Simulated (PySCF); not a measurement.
# Two-component Hartree-Fock for Os⁺ (osmium, charge +1)

Start: [Xe] 4f14 5d5 6s1 7s1; 5d5/2 filled at m_j = -3/2, -1/2, +1/2, +3/2, +5/2; 6s1/2 filled at m_j = +1/2; 7s1/2 filled at m_j = +1/2. Calculated with PySCF 2.14 in x2c-SVPall-2c with one added diffuse shell each of s, d type (8s9p10d2f, 99 functions): generalised Hartree-Fock with the X2C-1e Hamiltonian and a Gaussian nucleus; one run each with spin-orbit coupling (SO) switched off, then screened by Boettger's factors. This is a chosen level, not necessarily the ground level.

```
spinor shell  electrons  ε, spin-free (eV)  ε, screened SO (eV)  weight of nominal j (screened SO)  rms radius, screened SO (bohr)
       1s1/2          2           -74291.3             -74266.7                              1.000                          0.0201
       2s1/2          2           -13098.3             -13090.6                              1.000                          0.0809
       2p1/2          2           -11414.9             -12512.4                              1.000                          0.0687
       2p3/2          4           -11414.9             -10975.1                              1.000                          0.0764
       3s1/2          2            -3125.8              -3123.2                              1.000                           0.207
       3p1/2          2            -2623.1              -2865.1                              1.000                           0.198
       3p3/2          4            -2623.1              -2524.2                              1.000                           0.214
       3d3/2          4            -2053.9              -2095.8                              1.000                           0.189
       3d5/2          6            -2053.9              -2023.3                              1.000                           0.192
       4s1/2          2            -706.83              -706.00                              1.000                           0.459
       4p1/2          2            -539.01              -596.32                              1.000                           0.466
       4p3/2          4            -539.01              -515.35                              1.000                           0.499
       4d3/2          4            -326.24              -334.89                              0.999                           0.520
       5s1/2          2            -124.04              -123.87                              1.000                            1.08
       5p1/2          2            -77.790              -88.317                              0.907                            1.23
       4f5/2          6            -87.522              -88.814                              0.976                           0.609
       4f7/2          8            -87.522              -85.854                              0.982                           0.610
       5p3/2          4            -77.790              -73.121                              0.953                            1.26
       5d5/2          5            -28.753              -28.704                              0.507                            1.76
       6s1/2          1            -21.464              -21.425                              0.999                            2.79
       7s1/2          1             -6.587               -6.581                              1.000                            6.90
```

Where does 4d5/2 lie, and what is the 4d spin-orbit splitting (screened SO)?

At -319.60 eV, 15.287 eV above 4d3/2.

```json
{"quantity": "E (hartree)", "spin-free": "-17239.63429", "screened SO": "-17262.10800"}
{"quantity": "M_J", "spin-free": "7/2", "screened SO": "7/2"}
{"quantity": "⟨J²⟩", "spin-free": "15.752", "screened SO": "15.757"}
{"quantity": "⟨L²⟩", "spin-free": "0.000", "screened SO": "0.261"}
{"quantity": "⟨S²⟩", "spin-free": "15.752", "screened SO": "15.383"}
```

Each row is a mean over spinors that exchange with the open shell spreads, by up to 9.646 eV (5p3/2).

Rows whose weight is well below 1 are mixtures of j = l ± 1/2: exchange outweighs spin-orbit coupling there, and the label is only the starting occupation.

Breit and QED terms are absent; they matter most for the inner s and p1/2 levels.

Densities and radii are taken from the X2C orbitals without a picture-change correction, which distorts them close to the nucleus.

Without spin-orbit coupling the j labels of p, d and f shells carry no meaning; the spin-free column gives the mean over the occupied spinors of each nl shell.
